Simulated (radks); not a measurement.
Question: The mean radii <r> (bohr) of the occupied orbitals of an atom or ion are listed with their occupations. Calculated with a radial shooting solver on a logarithmic mesh with Libxc functionals: Dirac Kohn-Sham, PBE, spin-unpolarised, spherical densities, point nucleus.

orbital  occ.      <r>
1s1/2       2  0.03916
2s1/2       2   0.1722
2p1/2       2   0.1475
2p3/2       4   0.1517
3s1/2       2   0.4919
3p1/2       2   0.4913
3p3/2       4   0.5018
3d3/2       4   0.4961
3d5/2       6   0.4998
4s1/2       2    1.356
4p1/2       2    1.539
4p3/2       4    1.572
5s1/2       1    3.898

Name the element and its charge. Open shells, if any, fill j = l - 1/2 first.

Answer: Z = 38, strontium, charge +1: Sr+ in [Kr] 5s1. The 1s radius gives Z: for a bare nucleus <r> = (2 gamma + 1)/(2Z) with gamma = sqrt(1 - (Z/c)^2), 0.03844 bohr for Z = 38, and screening makes it slightly larger (0.03916 here). The occupations add up to 37, and the charge is Z minus that.
